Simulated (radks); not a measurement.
Values are calculated unless marked as measured or tabulated.
Q: Os L, 27 electrons, occupied as [Ar] 3d9. Level of theory: scalar-relativistic Kohn-Sham, PBE, spin-unpolarised, spherical densities, point nucleus (a radial shooting solver on a logarithmic mesh with Libxc functionals). Some entries of the table are withheld. Estimate them.

| orbital | occ. | eigenvalue (hartree) | <r> (bohr) |
|---|---|---|---|
| 1s | 2 | (1) | 0.01773 |
| 2s | 2 | (2) | 0.07468 |
| 2p | 6 | (3) | 0.06704 |
| 3s | 2 | -201.4540 | 0.1891 |
| 3p | 6 | -183.4580 | (4) |
| 3d | 9 | -164.5067 | 0.1692 |

A: 
(1) 1s eigenvalue (hartree): -2814.884
(2) 2s eigenvalue (hartree): -570.4814
(3) 2p eigenvalue (hartree): -509.6197
(4) 3p <r> (bohr): 0.1884
